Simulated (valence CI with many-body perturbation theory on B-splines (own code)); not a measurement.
Os VI: electric-dipole lines

Method: configuration interaction combined with many-body perturbation theory (CI+MBPT): three valence electrons over a frozen Dirac-Fock core [Xe] 4f14, a basis of 9 s, 9 p, 10 d, 8 f, 5 g, 3 h, 1 i functions for each j, with the one-electron correlation potential Σ1, the two-electron term Σ2, the three-electron term Σ3, Breit, model QED; selected CI, second order for the rest, scaled by the run's own slope (own B-spline code, finite nucleus).

Against 68 measured levels this calculation errs by 1430 cm⁻¹ on average and by 5347 at most. 1 measured level below the end of the list, from 220745 cm⁻¹ on, found no clear computed partner.

Lines 51 to 100 of 250 in falling wavelength, among levels below 222300 cm⁻¹, chosen from the strongest by gf and those to the six lowest levels. Wavelengths and rates use the calculated energies, so an error of 1000 cm⁻¹ moves a line at 111.1 nm by 1.1 % and its rate by three times that or more. Electric multipoles are in the length gauge, E1 and E2 with the static RPA response of the core. Weak lines are less certain than strong ones. Lines between different terms over intervals too small for the method are left out, as are lines whose strength nearly cancels and 3 of this kind that miss the measured wavelength by over 7 %. The highest levels of a list are the least certain.

Levels are named by their leading jj configuration (3d3/2^4 stands for four electrons in 3d with j = 3/2), which in mixed levels can hold well under half, so a name can repeat and another be missing. Letters in brackets count levels of one name in rising energy.

```csv
λ vac (nm),λ from measured levels,Upper,Lower,A (s⁻¹),S (a.u.) with core polarisation,S without
111.1,110.7,(5d3/2 5d5/2 6p3/2) J=3/2 [c],(5d3/2 5d5/2 6s) J=1/2,1.07e+09,2.90e+00,3.54e+00
110.9,110.3,(5d3/2 5d5/2 6p3/2) J=7/2 [b],(5d3/2 5d5/2 6s) J=5/2 [b],8.37e+08,4.51e+00,5.59e+00
110.4,110.4,(5d3/2 5d5/2 6p3/2) J=5/2 [a],(5d3/2 5d5/2 6s) J=5/2 [a],4.84e+08,1.93e+00,2.38e+00
110.1,110.4,(5d3/2 5d5/2 6p1/2) J=5/2 [b],(5d3/2^2 6s) J=5/2,2.49e+08,9.85e-01,1.22e+00
110.1,109.8,(5d3/2 5d5/2 6p3/2) J=5/2 [b],(5d3/2 5d5/2 6s) J=3/2 [b],3.11e+08,1.23e+00,1.52e+00
110.0,110.1,(5d3/2 5d5/2 6p3/2) J=5/2 [b],(5d3/2 5d5/2 6s) J=7/2 [b],6.45e+08,2.54e+00,3.14e+00
109.4,109.4,(5d5/2^2 6p1/2) J=9/2,(5d5/2^2 6s) J=9/2,3.16e+08,2.04e+00,2.56e+00
109.3,109.2,(5d3/2 5d5/2 6p1/2) J=7/2 [b],(5d3/2^2 6s) J=5/2,1.45e+08,7.46e-01,9.26e-01
108.8,108.6,(5d3/2 5d5/2 6p3/2) J=7/2 [a],(5d3/2 5d5/2 6s) J=5/2 [a],8.94e+08,4.55e+00,5.59e+00
107.5,107.3,(5d5/2^2 6p1/2) J=5/2,(5d3/2 5d5/2 6s) J=5/2 [a],3.78e+08,1.39e+00,1.71e+00
107.3,107.4,(5d3/2^2 6p3/2) J=3/2 [b],(5d3/2 5d5/2 6s) J=3/2 [a],4.08e+08,9.95e-01,1.24e+00
107.2,107.3,(5d3/2 5d5/2 6p3/2) J=3/2 [a],(5d3/2 5d5/2 6s) J=5/2 [a],1.02e+09,2.48e+00,3.07e+00
107.1,107.4,(5d3/2 5d5/2 6p3/2) J=7/2 [c],(5d3/2 5d5/2 6s) J=7/2 [b],4.13e+08,2.01e+00,2.47e+00
107.1,107.2,(5d3/2^2 6p3/2) J=3/2 [a],(5d3/2^2 6s) J=5/2,2.23e+08,5.42e-01,6.71e-01
107.0,106.9,(5d3/2 5d5/2 6p3/2) J=1/2,(5d3/2 5d5/2 6s) J=3/2 [a],1.17e+09,1.42e+00,1.76e+00
106.5,106.9,(5d3/2 5d5/2 6p1/2) J=5/2 [b],(5d3/2^2 6s) J=3/2,4.39e+08,1.57e+00,1.95e+00
106.5,106.7,(5d3/2 5d5/2 6p3/2) J=9/2 [a],(5d3/2 5d5/2 6s) J=7/2 [a],1.31e+09,7.84e+00,9.71e+00
106.4,106.3,(5d3/2 5d5/2 6p3/2) J=3/2 [b],(5d3/2 5d5/2 6s) J=3/2 [b],1.13e+09,2.70e+00,3.33e+00
105.8,105.8,(5d5/2^2 6p1/2) J=7/2,(5d3/2 5d5/2 6s) J=7/2 [a],3.64e+08,1.70e+00,2.11e+00
105.7,105.6,(5d3/2 5d5/2 6p3/2) J=7/2 [b],(5d5/2^2 6s) J=9/2,3.31e+08,1.54e+00,1.92e+00
105.2,105.1,(5d3/2 5d5/2 6p3/2) J=5/2 [b],(5d3/2 5d5/2 6s) J=5/2 [b],4.37e+08,1.51e+00,1.86e+00
105.2,105.3,(5d5/2^2 6p3/2) J=11/2,(5d5/2^2 6s) J=9/2,2.16e+09,1.49e+01,1.84e+01
105.2,105.1,(5d3/2^2 6p3/2) J=5/2,(5d3/2^2 6s) J=5/2,7.05e+08,2.43e+00,3.00e+00
104.1,104.0,(5d3/2^2 6p3/2) J=7/2,(5d3/2^2 6s) J=5/2,1.40e+09,6.25e+00,7.69e+00
103.7,103.8,(5d3/2^2 6p3/2) J=3/2 [a],(5d3/2^2 6s) J=3/2,1.54e+09,3.39e+00,4.21e+00
103.7,104.0,(5d3/2 5d5/2 6p3/2) J=5/2 [a],(5d3/2 5d5/2 6s) J=7/2 [a],2.31e+08,7.63e-01,9.46e-01
103.6,103.5,(5d5/2^2 6p3/2) J=1/2,(5d3/2 5d5/2 6s) J=3/2 [b],8.13e+08,8.93e-01,1.11e+00
102.8,102.8,(5d3/2^2 6p3/2) J=3/2 [b],(5d3/2^2 6s) J=1/2,1.37e+09,2.93e+00,3.63e+00
102.6,102.9,(5d3/2 5d5/2 6p3/2) J=5/2 [c],(5d3/2 5d5/2 6s) J=5/2 [b],3.74e+08,1.20e+00,1.48e+00
102.6,102.6,(5d3/2 5d5/2 6p3/2) J=7/2 [c],(5d3/2 5d5/2 6s) J=5/2 [b],1.05e+09,4.47e+00,5.50e+00
102.3,102.4,(5d3/2 5d5/2 6p3/2) J=7/2 [a],(5d3/2 5d5/2 6s) J=7/2 [a],3.71e+08,1.57e+00,1.94e+00
102.0,102.1,(5d3/2 5d5/2 6p3/2) J=5/2 [c],(5d3/2 5d5/2 6s) J=3/2 [a],1.51e+09,4.76e+00,5.88e+00
102.0,102.0,(5d5/2^2 6p1/2) J=9/2,(5d3/2 5d5/2 6s) J=7/2 [a],5.93e+08,3.10e+00,3.83e+00
101.9,101.8,(5d3/2^2 6p3/2) J=5/2,(5d3/2^2 6s) J=3/2,5.69e+08,1.78e+00,2.20e+00
101.2,101.2,(5d3/2 5d5/2 6p3/2) J=3/2 [b],(5d3/2 5d5/2 6s) J=3/2 [a],2.51e+08,5.13e-01,6.32e-01
101.1,101.2,(5d5/2^2 6p1/2) J=5/2,(5d3/2 5d5/2 6s) J=7/2 [a],1.85e+08,5.65e-01,7.04e-01
99.99,93.67,(5d3/2 5d5/2 6p3/2) J=9/2 [b],(5d5/2^2 6s) J=9/2,8.37e+08,4.13e+00,5.11e+00
99.40,99.80,(5d3/2^2 6p3/2) J=1/2,(5d3/2^2 6s) J=3/2,1.90e+09,1.84e+00,2.28e+00
99.08,99.01,(5d3/2 5d5/2 6p3/2) J=3/2 [c],(5d3/2 5d5/2 6s) J=3/2 [a],2.96e+08,5.69e-01,7.03e-01
98.68,98.70,(5d3/2 5d5/2 6p3/2) J=7/2 [b],(5d3/2 5d5/2 6s) J=7/2 [a],3.59e+08,1.36e+00,1.69e+00
98.06,98.49,(5d3/2 5d5/2 6p3/2) J=7/2 [c],(5d5/2^2 6s) J=9/2,3.88e+08,1.44e+00,1.78e+00
97.29,97.79,(5d3/2 5d5/2 6p3/2) J=5/2 [c],(5d3/2 5d5/2 6s) J=5/2 [a],2.22e+08,6.05e-01,7.42e-01
97.26,97.50,(5d3/2 5d5/2 6p3/2) J=7/2 [c],(5d3/2 5d5/2 6s) J=5/2 [a],1.48e+08,5.37e-01,6.65e-01
97.24,97.09,(5d3/2 5d5/2 6p3/2) J=3/2 [b],(5d3/2^2 6s) J=1/2,2.72e+08,4.93e-01,6.05e-01
96.21,96.39,(5d3/2 5d5/2 6p3/2) J=5/2 [a],(5d3/2^2 6s) J=5/2,2.65e+08,7.00e-01,8.70e-01
94.11,94.47,(5d3/2 5d5/2 6p3/2) J=5/2 [b],(5d3/2 5d5/2 6s) J=7/2 [a],2.88e+08,7.12e-01,8.80e-01
93.78,94.01,(5d3/2 5d5/2 6p3/2) J=3/2 [a],(5d3/2^2 6s) J=5/2,5.93e+08,9.65e-01,1.19e+00
63.68,64.08,(5d3/2^2 6p1/2) J=5/2,(5d3/2^2 5d5/2) J=3/2,8.62e+07,6.59e-02,8.08e-02
62.57,62.87,(5d3/2^2 6p1/2) J=3/2,(5d3/2^2 5d5/2) J=1/2,1.11e+08,5.39e-02,6.52e-02
62.26,62.88,(5d3/2^2 6p1/2) J=5/2,(5d3/2^2 5d5/2) J=7/2,2.90e+07,2.07e-02,2.51e-02
```
